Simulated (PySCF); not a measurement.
C5H9NSi2.
SMILES with atom numbers: `[SiH3:1][SiH2:2][c:3]1[cH:4][cH:5][n:6][cH:7][cH:8]1` (hydrogens: H9, H10, H11 on Si1; H12, H13 on Si2; H14 on C4; H15 on C5; H16 on C7; H17 on C8)

Structure used (GFN2-xTB), in Å, numbered top down from 1:
```
atom  x, y, z in Å
Si1    2.886    0.211   -0.667
Si2    1.407   -0.297    1.039
C3    -0.371   -0.123    0.415
C4    -1.043   -1.186   -0.182
C5    -2.332   -0.999   -0.652
N6    -2.977    0.152   -0.570
C7    -2.345    1.171   -0.012
C8    -1.056    1.086    0.488
H9     2.719    1.581   -1.162
H10    4.274    0.085   -0.216
H11    2.729   -0.676   -1.823
H12    1.529   -1.672    1.544
H13    1.516    0.588    2.208
H14   -0.566   -2.151   -0.274
H15   -2.882   -1.808   -1.117
H16   -2.904    2.097    0.035
H17   -0.591    1.952    0.936
```

Level of theory: CAM-B3LYP/def2-SVPD in PySCF (dipole) on a GFN2-xTB geometry, gas phase.

Masses are those of the commonest isotopes; rigid-rotor values at the optimised geometry. The values belong to one conformer with, in the numbering `[SiH3:1][SiH2:2][c:3]1[cH:4][cH:5][n:6][cH:7][cH:8]1`, Si1–Si2–C3–C4 89°.

Task: Give the principal moments of inertia and the rotational constants in cm⁻¹.

Result: Ia = 156.92, Ib = 697.89, Ic = 716.04 u·Å²; 505379 MHz·u·Å²/I gives 3221, 724.1 and 705.8 MHz, that is A = 0.10743, B = 0.02415, C = 0.02354 cm⁻¹.

Task: What kind of rotor is it?

Result: A near-prolate asymmetric top. Ray's parameter κ = (2B − A − C)/(A − C) = -0.985; −1 is the prolate and +1 the oblate limit.

Task: Is it planar, by Δ = Ic − Ia − Ib?

Result: Not planar: Δ = Ic − Ia − Ib = -138.77 u·Å². For a rigid frame Δ = −2 Σ m c², so Σ m c² = 69.38 u·Å² lies off the ab plane: 13.66 from hydrogen and 55.73 from heavier atoms. The atom farthest from that plane is 1.87 Å away.

Task: Give the other two planar moments, Paa and Pbb, and the rms extents of the mass along the axes.

Result: Paa = Σ m a² = (Ib + Ic − Ia)/2 = 628.51 and Pbb = Σ m b² = (Ia + Ic − Ib)/2 = 87.53 u·Å². With the mass M = 139.03 u, the rms extents √(P/M) along a, b and c are 2.13, 0.79, 0.71 Å.

Task: List the rotational levels J(Ka,Kc) to J = 4 (MHz).

Result: Above 0(0,0):
J = 1: 1(0,1) 1430, 1(1,1) 3926, 1(1,0) 3945
J = 2: 2(0,2) 4290, 2(1,2) 6768, 2(1,1) 6823, 2(2,1) 14312, 2(2,0) 14313
J = 3: 3(0,3) 8579, 3(1,3) 11030, 3(1,2) 11140, 3(2,2) 18602, 3(2,1) 18603, 3(3,1) 31131, 3(3,0) 31131
J = 4: 4(0,4) 14298, 4(1,4) 16713, 4(1,3) 16897, 4(2,3) 24322, 4(2,2) 24323, 4(3,2) 36851, 4(3,1) 36851, 4(4,1) 54390, 4(4,0) 54390
The levels of one J sum to (2J + 1)J(J + 1)(A + B + C)/3.

Task: Which types of transition are allowed, and where do some lines up to J = 4 fall?

Result: The dipole components are |μa| = 1.92 D, |μb| = 0.00 D, |μc| = 0.56 D; the mirror of this Cs structure is the ac plane, so μb vanishes by symmetry (the 0.01 D computed is a residue) and there are no b-type lines. The squared components, which scale the intensities, stand as 1.00 : 0.09 (a : c). Some lines, for components of 0.1 D or more:

| type | branch | J(Ka,Kc) | MHz | lower level (cm⁻¹) |
| --- | --- | --- | --- | --- |
| c | Q | 1(1,1) ← 1(0,1) | 2496 | 0.048 |
| c | R | 1(1,0) ← 0(0,0) | 3945 | 0.000 |
| a | R | 3(2,2) ← 2(2,1) | 4290 | 0.477 |
| a | R | 3(1,2) ← 2(1,1) | 4317 | 0.228 |
| a | R | 4(2,2) ← 3(2,1) | 5721 | 0.621 |
| c | R | 3(1,2) ← 2(0,2) | 6851 | 0.143 |
| c | Q | 4(2,3) ← 4(1,3) | 7425 | 0.564 |
| c | Q | 2(2,1) ← 2(1,1) | 7489 | 0.228 |
| c | R | 4(1,3) ← 3(0,3) | 8317 | 0.286 |
| c | R | 2(2,0) ← 1(1,0) | 10368 | 0.132 |
| c | R | 2(2,1) ← 1(1,1) | 10386 | 0.131 |
| c | R | 3(2,2) ← 2(1,2) | 11834 | 0.226 |
| c | R | 4(2,3) ← 3(1,3) | 13292 | 0.368 |

Whether it is a minimum is left open (no frequencies). Zero-point vibration and centrifugal distortion are left out. A rigid rotor knows nothing of internal rotation, which can split or shift real lines. Quadrupole hyperfine structure (14N) is left out.
